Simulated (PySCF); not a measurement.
A PySCF script (with the pyscf-properties extension) for the NMR shieldings of `CC(=O)N[SiH2]CCl`, C$_{3}$H$_{8}$ClNOSi, on a GFN2-xTB geometry:

```python
import basis_set_exchange as bse
import numpy as np
from pyscf import gto, dft
from pyscf.prop import nmr

atoms = """
C     2.685484    0.239814   -0.359901
C     1.383366   -0.497449   -0.214850
O     1.279440   -1.705007   -0.112537
N     0.247956    0.231815   -0.200509
Si   -1.167472   -0.789100   -0.084453
C    -2.597366    0.484377   -0.072846
Cl   -2.515426    1.472561   -1.554729
H     3.514082   -0.451631   -0.237930
H     2.753764    1.032074    0.382556
H     2.737031    0.689717   -1.350024
H     0.276559    1.231681   -0.321330
H    -1.181669   -1.492446    1.193381
H    -1.284364   -1.612983   -1.279607
H    -3.566497   -0.004132   -0.077848
H    -2.569303    1.178698    0.763059
"""
names = dict.fromkeys(["C", "O", "N", "Si", "Cl", "H"], "pcSseg-1")
basis = {el: gto.basis.parse(bse.get_basis(n, elements=[el], fmt="nwchem")) for el, n in names.items()}
mol = gto.M(atom=atoms, basis=basis, charge=0, verbose=0)
mf = dft.RKS(mol, xc="PBE0")
mf.grids.level = 2
mf.grids.alignment = dft.numint.BLKSIZE   # the property module wants whole blocks of grid points
mf.conv_tol = 1e-9
mf.kernel()

calc = nmr.RKS(mf)   # GIAO
C = mf.mo_coeff
Co = C[:, mf.mo_occ > 0]
resp = mf.gen_response(singlet=True, hermi=2)
def vind(x):   # induced exchange potential for any number of trial vectors
    d = np.einsum("pi,xij,qj->xpq", C, 2 * x.reshape(-1, C.shape[1], Co.shape[1]), Co, optimize=True)
    return np.einsum("xpq,pi,qj->xij", resp(d - d.transpose(0, 2, 1)), C, Co, optimize=True).ravel()
mo1, _ = nmr.rhf.solve_mo1(calc, with_cphf=vind)
sigma = calc.kernel(mo1)
for i, s in enumerate(sigma):   # ppm
    w = np.linalg.eigvalsh((s + s.T) / 2)
    print("%2d %-2s iso %8.1f  s11 %8.1f  s22 %8.1f  s33 %8.1f" % (i, mol.atom_pure_symbol(i), w.mean(), *w))
```

**Question.** Give the expected output.

**Answer.** 
```
 0 C  iso    163.6  s11    141.2  s22    154.5  s33    195.1
 1 C  iso      6.7  s11    -71.1  s22     -8.1  s33     99.4
 2 O  iso   -110.3  s11   -385.2  s22   -215.9  s33    270.1
 3 N  iso    144.6  s11     41.1  s22    150.8  s33    242.0
 4 Si iso    394.8  s11    382.0  s22    387.9  s33    414.5
 5 C  iso    156.1  s11    135.3  s22    143.1  s33    190.0
 6 Cl iso    934.9  s11    835.1  s22    871.5  s33   1098.3
 7 H  iso     29.8  s11     25.7  s22     27.9  s33     35.7
 8 H  iso     29.7  s11     25.8  s22     29.2  s33     34.0
 9 H  iso     29.5  s11     25.9  s22     28.8  s33     33.8
10 H  iso     27.0  s11     21.0  s22     28.3  s33     31.9
11 H  iso     26.8  s11     23.0  s22     25.1  s33     32.2
12 H  iso     26.9  s11     23.3  s22     25.5  s33     32.0
13 H  iso     28.9  s11     22.9  s22     27.4  s33     36.3
14 H  iso     28.8  s11     23.8  s22     27.0  s33     35.5
```

These numbers come from an equivalent density-fitted implementation of the same equations, which agrees with the script to about 0.01 ppm for H and up to a few tenths of a ppm for heavy atoms, so last digits may differ.

**Question.** Turn these shieldings into chemical shifts. References, each an isolated molecule treated in the same way: TMS for ¹³C (σ = 186.93 ppm) and ²⁹Si (σ = 349.16 ppm) and ¹H (σ = 31.72 ppm); H2O for ¹⁷O (σ = 336.08 ppm); ¹⁵N (σ = 267.73 ppm) vs NH3; HCl for ³⁵Cl (σ = 949.78 ppm).

**Answer.** Averaging equivalent atoms: C 1: 180.2; C 5: 30.8; C 0: 23.3; O 2: 446.4; N 3: 123.1; Si 4: -45.7; Cl 6: 15; H 11/12: 4.85; H 10: 4.67; H 13/14: 2.89; H 7/8/9: 2.09 ppm. Unscaled 17O shifts of doubly bonded oxygen tend to come out too high, by tens of ppm or more. Experimental scales use liquid or dissolved standards, which lie at an offset from isolated NH3 (liquid NH3: subtract about 20 ppm) and H2O (liquid H2O: subtract about 36 ppm).

Size and cost of the density-fitted run: 173 basis functions, 24 s wall time on 1 thread of an Arm Neoverse V2, shared host; peak memory 0.79 GiB.
